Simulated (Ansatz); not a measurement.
The cluster Mg3N2⁻. The state is a doublet with charge -1. Geometry B3LYP-D4/def2-SVPD; atoms count from 1.

```xyz
5

Mg   -0.967   -1.144   -2.299
Mg    1.530   -1.066    2.426
Mg   -0.900    2.480   -0.647
N     0.182    0.396    0.509
N     0.154   -0.666    0.011
```

The structure comes from a short search, and lower isomers may exist.

**Question.** Estimate the Mulliken populations from the PBE0/def2-TZVPD orbitals of Ansatz.

**Answer.** 
```tsv
atom	charge (e)	spin (α − β)
Mg1	-0.17	0.06
Mg2	-0.26	0.11
Mg3	-0.17	0.05
N4	-0.22	0.38
N5	-0.18	0.39
```
Mulliken values and Mayer orders depend strongly on the basis. With diffuse functions, as here, like atoms can get unlike values, and bond orders can come out too low or too high.

**Question.** Where does the spin sit?

**Answer.** Summed by element: Mg 0.23, N 0.77, of 1 unpaired in all. Largest on single atoms: N5 0.39, N4 0.38, Mg2 0.11.

**Question.** And the Mayer bond orders between bonded heavy atoms (over 0.3)?

**Answer.** N4–N5 2.04 (1.17 Å). Values over 0.3 also appear between atoms too far apart for a bond (Mg1–Mg3 0.37 at 3.98 Å); they arise where an orbital or an unpaired electron spreads over both atoms.
